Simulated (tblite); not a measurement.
Compound: C6H14AsB.
Numbering: `[BH2:1][AsH:2][C:3]([CH3:4])([CH3:5])[CH2:6][CH:7]=[CH2:8]` (hydrogens: H9, H10 on B1; H11 on As2; H12, H13, H14 on C4; H15, H16, H17 on C5; H18, H19 on C6; H20 on C7; H21, H22 on C8)

Computed with GFN2-xTB (tblite), gas phase: L-BFGS steps from a force-field or distance-geometry start until the largest atomic force falls under 0.01 eV/Å.

Geometry at step 17:
```
atom  x, y, z in Å
B1      1.9863    2.1545    0.1682
As2     0.9085    1.1987    1.5163
C3      0.3397   -0.4006    0.3912
C4     -0.4029   -1.3958    1.2796
C5      1.5644   -1.0821   -0.2080
C6     -0.5748    0.0448   -0.7560
C7     -1.7734    0.7818   -0.2533
C8     -2.9867    0.2689   -0.1675
H9      3.1383    2.3431    0.2446
H10     1.4168    2.6593   -0.7248
H11     2.0041    0.4017    2.2021
H12    -0.7382   -2.2519    0.6923
H13     0.2469   -1.7536    2.0768
H14    -1.2739   -0.9240    1.7329
H15     2.2511   -1.3967    0.5774
H16     2.0946   -0.4025   -0.8748
H17     1.2639   -1.9647   -0.7759
H18    -0.0042    0.6982   -1.4227
H19    -0.8799   -0.8390   -1.3286
H20    -1.5842    1.7999    0.0792
H21    -3.8263    0.8248    0.2129
H22    -3.1805   -0.7455   -0.4750
```

**Question.** What forces act on the atoms?

**Answer.** 
| atom | Fx (eV/Å) | Fy (eV/Å) | Fz (eV/Å) |
| --- | --- | --- | --- |
| B1 | 0.014 | -0.056 | 0.003 |
| As2 | -0.019 | -0.132 | 0.118 |
| C3 | -0.045 | -0.121 | -0.052 |
| C4 | 0.004 | 0.052 | -0.033 |
| C5 | -0.002 | 0.009 | 0.023 |
| C6 | -0.067 | 0.043 | 0.005 |
| C7 | -0.022 | 0.040 | 0.002 |
| C8 | 0.055 | -0.012 | 0.009 |
| H9 | 0.017 | 0.053 | 0.064 |
| H10 | 0.025 | -0.002 | -0.084 |
| H11 | 0.008 | 0.115 | -0.051 |
| H12 | 0.015 | -0.010 | 0.041 |
| H13 | 0.049 | -0.006 | 0.027 |
| H14 | -0.024 | -0.003 | 0.000 |
| H15 | 0.023 | -0.025 | 0.016 |
| H16 | 0.035 | 0.006 | -0.044 |
| H17 | 0.049 | -0.008 | 0.001 |
| H18 | -0.011 | 0.006 | -0.038 |
| H19 | -0.043 | 0.060 | 0.052 |
| H20 | 0.000 | -0.008 | -0.011 |
| H21 | 0.010 | 0.003 | 0.006 |
| H22 | -0.071 | -0.004 | -0.055 |

The largest, 0.18 eV/Å, acts on As2; the rms over all components is 0.045 eV/Å. The forces sum to zero within rounding, as they must for an isolated molecule in no field.

**Question.** Give the force on As2 in Eh/bohr and in nN.

**Answer.** 0.178 eV/Å ÷ 51.422 = 0.00346 Eh/bohr, and 0.178 eV/Å × 1.602 = 0.29 nN.

**Question.** How far is this geometry from the end of the optimisation?

**Answer.** 0.060 eV above it, and 0.229 Å rms away after alignment. The bonds farthest from their final lengths, with half the difference of the two atoms' forces along the bond (positive lengthens):

```
   bond  now (Å)  final (Å)  force along bond (eV/Å)
As2–H11    1.519      1.507                    -0.09
 B1–As2    1.973      1.967                    +0.07
 C6–H18    1.094      1.097                    +0.02
  B1–H9    1.170      1.172                    +0.01
 C4–H13    1.089      1.091                    +0.04
 C6–H19    1.096      1.094                    -0.02
```

The angle farthest from its final value is As2–B1–H9, 124.9° against 120.9°.

What follows is the cost of the whole relaxation. On Arm Neoverse N1, one thread, on a shared host, this took 1.6 s of wall time.
